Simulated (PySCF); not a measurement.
PySCF job for H₂O₂W, SMILES [OH][W][OH] (connectivity only; charge and spin as stated), neutral, multiplicity 3, TDA-M06-2X/def2-SVPD. Coordinates come from a PBE0-D3(BJ)/def2-TZVP optimisation. The spin state was assumed, not searched. The def2 effective core potentials stand for the cores of W; spin–orbit coupling is left out. Other conformers were not sampled.

```python
import numpy as np
from pyscf import gto, scf, dft, tdscf

mol = gto.M(
    atom='''
    W     0.00000000    0.00000000    0.00000000
    O     0.00000000    0.00000000   -1.82162799
    H     0.00000000    0.00000000   -2.77453330
    O     0.00000000    0.00000000    1.82162799
    H     0.00000000    0.00000000    2.77453330
    ''',
    basis='def2-SVPD',
    ecp={'W': 'def2-svp'},
    charge=0,
    spin=2,
    max_memory=1600,
    verbose=4,
)
mf = dft.UKS(mol, xc='m06-2x').density_fit(auxbasis='def2-universal-jkfit')
mf.grids.level = 4
mf.conv_tol = 1e-9
mf.max_cycle = 100
mf.kernel()
fine, coarse = mf.grids, dft.Grids(mol).set(level=1).build(with_non0tab=True)
for _ in range(3):  # follow internal instabilities
    mf.grids = coarse
    mo, _, stable, _ = mf.stability(return_status=True, nroots=4)
    mf.grids = fine
    if stable:
        break
    mf.kernel(mf.make_rdm1(mo, mf.mo_occ))
mf.grids = dft.Grids(mol).set(level=2).build(with_non0tab=True)  # coarser grid for the response kernel
td = tdscf.TDA(mf)
td.nstates = 10
td.conv_tol = 1e-4
td.positive_eig_threshold = 1e-6
td.kernel(x0=td.get_init_guess(mf, 15))
td.analyze(verbose=3)
```

It prints:

```
PySCF version 2.14.0

[INPUT] verbose = 4
[INPUT] num. atoms = 5
[INPUT] num. electrons = 32
[INPUT] charge = 0
[INPUT] spin (= nelec alpha-beta = 2S) = 2
[INPUT] symmetry False subgroup None
[INPUT] Mole.unit = angstrom
[INPUT] Symbol           X                Y                Z      unit          X                Y                Z       unit  Magmom
[INPUT]  1 W      0.000000000000   0.000000000000   0.000000000000 AA    0.000000000000   0.000000000000   0.000000000000 Bohr   0.0
[INPUT]  2 O      0.000000000000   0.000000000000  -1.821627990000 AA    0.000000000000   0.000000000000  -3.442378001942 Bohr   0.0
[INPUT]  3 H      0.000000000000   0.000000000000  -2.774533300000 AA    0.000000000000   0.000000000000  -5.243108060486 Bohr   0.0
[INPUT]  4 O      0.000000000000   0.000000000000   1.821627990000 AA    0.000000000000   0.000000000000   3.442378001942 Bohr   0.0
[INPUT]  5 H      0.000000000000   0.000000000000   2.774533300000 AA    0.000000000000   0.000000000000   5.243108060486 Bohr   0.0

nuclear repulsion = 90.5303420684542
number of shells = 39
number of NR pGTOs = 146
number of NR cGTOs = 97
basis = def2-SVPD
ecp = {'W': 'def2-svp'}


[settings echo left out]
init E= -206.055225597973
  alpha nocc = 17  HOMO = -0.341637046027152  LUMO = -0.315090013820044

WARN: beta  nocc = 15  HOMO -0.379279165645936 >= LUMO -0.379277466828313


WARN: HOMO -0.341637046027152 >= LUMO -0.379277466828313

cycle= 1 E= -218.292177629336  delta_E= -12.2  |g|= 0.605  |ddm|= 5.36
  alpha nocc = 17  HOMO = -0.166558098093241  LUMO = 0.0254045682944156
  beta  nocc = 15  HOMO = -0.132949149510811  LUMO = -0.0752542684686155
  HOMO = -0.132949149511  LUMO = -0.0752542684686  gap/eV = 1.56996
cycle= 2 E= -218.247899779265  delta_E= 0.0443  |g|= 0.698  |ddm|= 1.03
  alpha nocc = 17  HOMO = -0.204861140337974  LUMO = 0.00390892555424304
  beta  nocc = 15  HOMO = -0.168520471591759  LUMO = -0.099133138170675
[...]
  HOMO = -0.187117422252  LUMO = -0.118859643128  gap/eV = 1.85739
cycle= 7 E= -218.432124784538  delta_E= -1.63e-06  |g|= 0.000382  |ddm|= 0.00403
  alpha nocc = 17  HOMO = -0.224753206271595  LUMO = -0.0113893706666448
  beta  nocc = 15  HOMO = -0.187117168993087  LUMO = -0.118869947974595
  HOMO = -0.187117168993  LUMO = -0.118869947975  gap/eV = 1.85710
cycle= 8 E= -218.432125156316  delta_E= -3.72e-07  |g|= 8.49e-05  |ddm|= 0.00133
  alpha nocc = 17  HOMO = -0.224741648497215  LUMO = -0.0113737043889418
  beta  nocc = 15  HOMO = -0.18709792418537  LUMO = -0.11885988637852
  HOMO = -0.187097924185  LUMO = -0.118859886379  gap/eV = 1.85685
cycle= 9 E= -218.432125172352  delta_E= -1.6e-08  |g|= 1.02e-05  |ddm|= 0.00033
  alpha nocc = 17  HOMO = -0.224743650616443  LUMO = -0.0113700166009113
  beta  nocc = 15  HOMO = -0.187099869881244  LUMO = -0.118858482510511
  HOMO = -0.187099869881  LUMO = -0.118858482511  gap/eV = 1.85694
cycle= 10 E= -218.432125172491  delta_E= -1.39e-10  |g|= 2.11e-06  |ddm|= 4.22e-05
  alpha nocc = 17  HOMO = -0.224742611088734  LUMO = -0.0113697800643064
  beta  nocc = 15  HOMO = -0.187098820251723  LUMO = -0.118857876729599
  HOMO = -0.187098820252  LUMO = -0.11885787673  gap/eV = 1.85693
Extra cycle  E= -218.432125172506  delta_E= -1.59e-11  |g|= 1.34e-06  |ddm|= 5.42e-06
converged SCF energy = -218.432125172506  <S^2> = 2.0021843  2S+1 = 3.0014559
tot grids = 24240
uhf_internal: lowest eigs of H = [-0.05567327  0.01284317  0.03378964  0.03381389]
<class 'pyscf.df.df_jk.DFUKS'> wavefunction has an internal instability


******** <class 'pyscf.df.df_jk.DFUKS'> ********
method = DFUKS
initial guess = minao
damping factor = 0
level_shift factor = 0
DIIS = <class 'pyscf.scf.diis.CDIIS'>
diis_start_cycle = 1
diis_space = 8
diis_damp = 0
SCF conv_tol = 1e-09
SCF conv_tol_grad = None
SCF max_cycles = 100
direct_scf = False
number electrons alpha = 17  beta = 15
XC library pyscf.dft.libxc version 7.1.2
    S. Lehtola, C. Steigemann, M. J. T. Oliveira, and M. A. L. Marques,  SoftwareX 7, 1–5 (2018)
XC functionals = m06-2x
    Y. Zhao and D. G. Truhlar,  Theor. Chem. Acc. 120, 215 (2008)
    Y. Zhao and D. G. Truhlar,  Theor. Chem. Acc. 120, 215 (2008)
radial grids:
    Treutler-Ahlrichs [JCP 102, 346 (1995); DOI:10.1063/1.469408] (M4) radial grids

becke partition: Becke, JCP 88, 2547 (1988); DOI:10.1063/1.454033
pruning grids: <function nwchem_prune>
grids dens level: 4
symmetrized grids: False
atomic radii adjust function: <function treutler_atomic_radii_adjust>
small_rho_cutoff = 0
Set gradient conv threshold to 3.16228e-05
init E= -218.448713296578
  alpha nocc = 17  HOMO = -0.262298954106281  LUMO = 0.00266007915630031
  beta  nocc = 15  HOMO = -0.233491794416981  LUMO = -0.0804144016259514
  HOMO = -0.233491794417  LUMO = -0.080414401626  gap/eV = 4.16545
cycle= 1 E= -218.456618424617  delta_E= -0.00791  |g|= 0.0763  |ddm|= 0.653
  alpha nocc = 17  HOMO = -0.22180348870209  LUMO = 0.0199772630079396
  beta  nocc = 15  HOMO = -0.194122318063144  LUMO = -0.0134677752800236
  HOMO = -0.194122318063  LUMO = -0.01346777528  gap/eV = 4.91586
cycle= 2 E= -218.45755834963  delta_E= -0.00094  |g|= 0.0956  |ddm|= 0.306
  alpha nocc = 17  HOMO = -0.244933952051891  LUMO = 0.0202316154028496
  beta  nocc = 15  HOMO = -0.210433905520048  LUMO = -0.0287808930703299
  HOMO = -0.21043390552  LUMO = -0.0287808930703  gap/eV = 4.94303
cycle= 3 E= -218.462229216716  delta_E= -0.00467  |g|= 0.0169  |ddm|= 0.133
  alpha nocc = 17  HOMO = -0.249551846831015  LUMO = 0.0203164331150489
  beta  nocc = 15  HOMO = -0.212624586554941  LUMO = -0.0272897872236335
  HOMO = -0.212624586555  LUMO = -0.0272897872236  gap/eV = 5.04322
cycle= 4 E= -218.462888184037  delta_E= -0.000659  |g|= 0.0112  |ddm|= 0.0475
  alpha nocc = 17  HOMO = -0.256184468969863  LUMO = 0.0207943440455676
  beta  nocc = 15  HOMO = -0.214956142698632  LUMO = -0.0167048111440469
  HOMO = -0.214956142699  LUMO = -0.016704811144  gap/eV = 5.39469
cycle= 5 E= -218.464264595252  delta_E= -0.00138  |g|= 0.00613  |ddm|= 0.138
  alpha nocc = 17  HOMO = -0.259202204779385  LUMO = 0.0208126403296179
  beta  nocc = 15  HOMO = -0.213505603756836  LUMO = -0.0158924076441193
  HOMO = -0.213505603757  LUMO = -0.0158924076441  gap/eV = 5.37733
cycle= 6 E= -218.464655672095  delta_E= -0.000391  |g|= 0.00425  |ddm|= 0.0658
  alpha nocc = 17  HOMO = -0.262315608904047  LUMO = 0.0208643290861765
  beta  nocc = 15  HOMO = -0.211167816756401  LUMO = -0.0134290079217187
  HOMO = -0.211167816756  LUMO = -0.0134290079217  gap/eV = 5.38075
cycle= 7 E= -218.464867644194  delta_E= -0.000212  |g|= 0.00276  |ddm|= 0.0624
  alpha nocc = 17  HOMO = -0.265142042479838  LUMO = 0.0210578750013572
  beta  nocc = 15  HOMO = -0.20809469962467  LUMO = -0.0114425653526604
  HOMO = -0.208094699625  LUMO = -0.0114425653527  gap/eV = 5.35118
cycle= 8 E= -218.464965894834  delta_E= -9.83e-05  |g|= 0.00119  |ddm|= 0.0573
  alpha nocc = 17  HOMO = -0.2666838197991  LUMO = 0.0210679410688641
  beta  nocc = 15  HOMO = -0.207422312008749  LUMO = -0.0108348390675841
  HOMO = -0.207422312009  LUMO = -0.0108348390676  gap/eV = 5.34942
cycle= 9 E= -218.465001338548  delta_E= -3.54e-05  |g|= 0.000952  |ddm|= 0.0341
  alpha nocc = 17  HOMO = -0.267451264670155  LUMO = 0.0211069661564071
  beta  nocc = 15  HOMO = -0.206490765638428  LUMO = -0.0102567846149081
  HOMO = -0.206490765638  LUMO = -0.0102567846149  gap/eV = 5.33980
cycle= 10 E= -218.465014760652  delta_E= -1.34e-05  |g|= 0.000561  |ddm|= 0.0208
  alpha nocc = 17  HOMO = -0.26845961184757  LUMO = 0.0211529395623741
  beta  nocc = 15  HOMO = -0.205740032622408  LUMO = -0.00949234492928054
  HOMO = -0.205740032622  LUMO = -0.00949234492928  gap/eV = 5.34017
cycle= 11 E= -218.465025772256  delta_E= -1.1e-05  |g|= 0.000463  |ddm|= 0.0275
  alpha nocc = 17  HOMO = -0.268834310520708  LUMO = 0.021166794611005
  beta  nocc = 15  HOMO = -0.205331043335914  LUMO = -0.00927446412683306
  HOMO = -0.205331043336  LUMO = -0.00927446412683  gap/eV = 5.33497
cycle= 12 E= -218.465028959615  delta_E= -3.19e-06  |g|= 0.000306  |ddm|= 0.0126
  alpha nocc = 17  HOMO = -0.269016936308924  LUMO = 0.0211721065536647
  beta  nocc = 15  HOMO = -0.205208648143383  LUMO = -0.00909619587606609
  HOMO = -0.205208648143  LUMO = -0.00909619587607  gap/eV = 5.33649
cycle= 13 E= -218.465030219691  delta_E= -1.26e-06  |g|= 0.000264  |ddm|= 0.00664
  alpha nocc = 17  HOMO = -0.269367062861752  LUMO = 0.0211851964567334
  beta  nocc = 15  HOMO = -0.204833592676305  LUMO = -0.00887653218029402
  HOMO = -0.204833592676  LUMO = -0.00887653218029  gap/eV = 5.33226
cycle= 14 E= -218.465032142156  delta_E= -1.92e-06  |g|= 0.000185  |ddm|= 0.0137
  alpha nocc = 17  HOMO = -0.269707623192354  LUMO = 0.0211910735938377
  beta  nocc = 15  HOMO = -0.204563876747294  LUMO = -0.00866558346390177
  HOMO = -0.204563876747  LUMO = -0.0086655834639  gap/eV = 5.33066
cycle= 15 E= -218.465033440185  delta_E= -1.3e-06  |g|= 0.00014  |ddm|= 0.0151
  alpha nocc = 17  HOMO = -0.269880648677259  LUMO = 0.021194104601732
  beta  nocc = 15  HOMO = -0.204428527983062  LUMO = -0.00856313827751958
  HOMO = -0.204428527983  LUMO = -0.00856313827752  gap/eV = 5.32977
cycle= 16 E= -218.465033954792  delta_E= -5.15e-07  |g|= 0.000104  |ddm|= 0.00968
  alpha nocc = 17  HOMO = -0.270069185348208  LUMO = 0.02119863114604
  beta  nocc = 15  HOMO = -0.204288306468737  LUMO = -0.0084415311054721
  HOMO = -0.204288306469  LUMO = -0.00844153110547  gap/eV = 5.32926
cycle= 17 E= -218.465034387055  delta_E= -4.32e-07  |g|= 6.17e-05  |ddm|= 0.0137
  alpha nocc = 17  HOMO = -0.270145042067115  LUMO = 0.0212020231232403
  beta  nocc = 15  HOMO = -0.204232178320172  LUMO = -0.00836801505072285
  HOMO = -0.20423217832  LUMO = -0.00836801505072  gap/eV = 5.32974
cycle= 18 E= -218.465034504746  delta_E= -1.18e-07  |g|= 7.93e-05  |ddm|= 0.00672
  alpha nocc = 17  HOMO = -0.27020005119754  LUMO = 0.0212039168138704
  beta  nocc = 15  HOMO = -0.204192174485105  LUMO = -0.00837554538820445
  HOMO = -0.204192174485  LUMO = -0.0083755453882  gap/eV = 5.32844
cycle= 19 E= -218.465034582181  delta_E= -7.74e-08  |g|= 8.2e-05  |ddm|= 0.00649
  alpha nocc = 17  HOMO = -0.270166597747231  LUMO = 0.0212037971422477
  beta  nocc = 15  HOMO = -0.204216814006305  LUMO = -0.00837613430655981
  HOMO = -0.204216814006  LUMO = -0.00837613430656  gap/eV = 5.32910
cycle= 20 E= -218.465034513645  delta_E= 6.85e-08  |g|= 0.000132  |ddm|= 0.00522
  alpha nocc = 17  HOMO = -0.270249956905349  LUMO = 0.0212054232051345
  beta  nocc = 15  HOMO = -0.204152252849045  LUMO = -0.00838274964374531
  HOMO = -0.204152252849  LUMO = -0.00838274964375  gap/eV = 5.32716
cycle= 21 E= -218.465034656258  delta_E= -1.43e-07  |g|= 4.93e-05  |ddm|= 0.017
  alpha nocc = 17  HOMO = -0.270256827458201  LUMO = 0.0212056107413642
  beta  nocc = 15  HOMO = -0.204147519127954  LUMO = -0.00838377129305992
  HOMO = -0.204147519128  LUMO = -0.00838377129306  gap/eV = 5.32700
cycle= 22 E= -218.465034665601  delta_E= -9.34e-09  |g|= 4.26e-05  |ddm|= 0.0058
  alpha nocc = 17  HOMO = -0.270254785802957  LUMO = 0.021205304854442
  beta  nocc = 15  HOMO = -0.204148992175206  LUMO = -0.00838080225204648
  HOMO = -0.204148992175  LUMO = -0.00838080225205  gap/eV = 5.32712
cycle= 23 E= -218.465034666214  delta_E= -6.13e-10  |g|= 2.98e-05  |ddm|= 0.00139
  alpha nocc = 17  HOMO = -0.270250181261351  LUMO = 0.0212046184272975
  beta  nocc = 15  HOMO = -0.204148086348692  LUMO = -0.00837134445611531
  HOMO = -0.204148086349  LUMO = -0.00837134445612  gap/eV = 5.32736
Extra cycle  E= -218.465034666816  delta_E= -6.02e-10  |g|= 1.24e-05  |ddm|= 0.000198
converged SCF energy = -218.465034666816  <S^2> = 2.0171515  2S+1 = 3.0114127
uhf_internal: lowest eigs of H = [0.00158099 0.0017922  0.1234617  0.12360657]
<class 'pyscf.df.df_jk.DFUKS'> wavefunction is stable in the internal stability analysis
tot grids = 48752
Overwritten attributes  positive_eig_threshold  of <class 'pyscf.tdscf.uks.TDA'>


******** <class 'pyscf.tdscf.uks.TDA'> for <class 'pyscf.df.df_jk.DFUKS'> ********
nstates = 10
deg_eia_thresh = 1.000e-03
wfnsym = None
conv_tol = 0.0001
eigh lindep = 1e-12
eigh level_shift = 0
eigh max_cycle = 100


Excitation energies (eV)
[0.36529334 0.36606326 1.68877405 1.6898867  1.89054459 1.8905448
 2.19121162 2.19150826 2.50851317 2.51038835]

** Excitation energies and oscillator strengths **
Excited State   1:      0.36529 eV   3394.10 nm  f=0.0000
Excited State   2:      0.36606 eV   3386.96 nm  f=0.0000
Excited State   3:      1.68877 eV    734.17 nm  f=0.0000
Excited State   4:      1.68989 eV    733.68 nm  f=0.0000
Excited State   5:      1.89054 eV    655.81 nm  f=0.0000
Excited State   6:      1.89054 eV    655.81 nm  f=0.0000
Excited State   7:      2.19121 eV    565.82 nm  f=0.0000
Excited State   8:      2.19151 eV    565.75 nm  f=0.0000
Excited State   9:      2.50851 eV    494.25 nm  f=0.0000
Excited State  10:      2.51039 eV    493.88 nm  f=0.0000
```

The run converged.

Cost: roughly 2.0 core-minutes.
